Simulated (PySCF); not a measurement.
AlH8NSi2 (calculated)

All values are calculated (PySCF 2.14.0). Calculation on a computer-drawn molecule: optimised geometry and harmonic frequencies of an isolated molecule of the commonest isotopes, restricted reference for singlets and unrestricted otherwise, frozen core in MP2.

### AlH8NSi2

Start structure:
```xyz
12
AlH8NSi2
Al    -2.3055     2.0373    -0.1043
N     -1.9867     1.1127     1.4324
Si    -1.3632    -0.5301     1.7349
Si     0.8954    -0.7177     1.1904
H     -1.2825     2.1314    -1.2673
H     -3.6746     2.7528    -0.3041
H     -2.0370     1.5700     2.2650
H     -1.7447    -0.8284     3.1602
H     -2.2346    -1.3622     0.8823
H      1.7691    -0.0756     2.1862
H      1.2864    -2.1248     1.1917
H      1.2041    -0.1699    -0.1233
```

* charge: 0
* multiplicity: 1
* method: HF
* basis: cc-pV(D+d)Z
* rotational constants: 8.679, 1.22, 1.147 GHz
* total energy: -878.9474 hartree
* convergence status largest gradient component: 1.912e-05 hartree/bohr

Drawn bonds:
```tsv
atom	other atom	order
1	2	1
2	3	1
3	4	1
1	5	1
1	6	1
2	7	1
3	8	1
3	9	1
4	10	1
4	11	1
4	12	1
```

Optimised structure:
```xyz
12
AlH8NSi2
Al    -2.7220     2.0469    -0.0186
N     -1.7466     1.1910     1.2087
Si    -1.3137    -0.4839     1.3838
Si     1.0354    -0.7740     1.4723
H     -3.3406     1.2246    -1.2104
H     -2.9120     3.6037     0.1521
H     -1.3819     1.7748     1.9461
H     -1.9014    -1.0832     2.6118
H     -1.8612    -1.2154     0.2164
H      1.6122     0.0354     2.5777
H      1.3944    -2.1963     1.7014
H      1.6636    -0.3282     0.2026
```

Modes:
```tsv
frequency (cm⁻¹)	reduced mass (dalton)
47.89	3.509
101.8	1.201
128.9	1.486
192.8	2.624
216.3	1.858
387.4	1.076
427.6	3.755
531.9	1.467
542.5	1.174
570.5	1.299
631.4	1.577
660.2	1.222
711.6	1.704
831.4	1.084
843.9	1.308
904	1.385
953.7	2.172
992.3	1.126
1022	1.036
1024	1.053
1036	1.054
1233	1.351
1999	1.048
2013	1.036
2265	1.041
2284	1.048
2290	1.036
2293	1.041
2305	1.034
3738	1.074
```
